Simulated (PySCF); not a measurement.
# Fractional electron number in Pd²⁺ (palladium, charge +2)

The 4d beta orbital of [Kr] 4d8 is emptied in steps (occupation f), with all orbitals relaxed, ending at [Kr] 4d7. Computed with PySCF 2.14 in def2-TZVP with the def2 core potential (28 electrons) (6s4p3d1f, 40 functions), with a scalar-relativistic core potential. The exact energy is a straight line in f; departures are measured from the line between the end points of the same method.

**Question.** Among BHandHLYP, wB97X, r2SCAN0, which shows the largest delocalisation error (convex curve), and which is closest to linear?

**Answer.** Most convex: r2SCAN0 (-1.038 eV at f = 0.4); closest to linear: wB97X (-0.513 eV).

```
  f  BHandHLYP (eV)  wB97X (eV)  r2SCAN0 (eV)
  1           0.000       0.000         0.000
0.8          -0.422      -0.338        -0.695
0.6          -0.639      -0.510        -1.041
0.4          -0.645      -0.513        -1.038
0.2          -0.434      -0.343        -0.689
  0           0.000       0.000         0.000
```

| method | E(f=0) − E(f=1) (eV) | −ε at f=1 (eV) | −ε at f=0.4 (eV) |
| --- | --- | --- | --- |
| BHandHLYP | 33.089 | 30.474 | 33.596 |
| wB97X | 33.190 | 31.097 | 33.607 |
| r2SCAN0 | 33.122 | 28.775 | 34.003 |

Reference removal energy between the ground levels: 32.93 eV (semi-empirical (NIST evaluation); NIST Atomic Spectra Database, ionization energies). The calculation has no spin-orbit coupling. The determinant left behind need not be the lowest term of the ion.
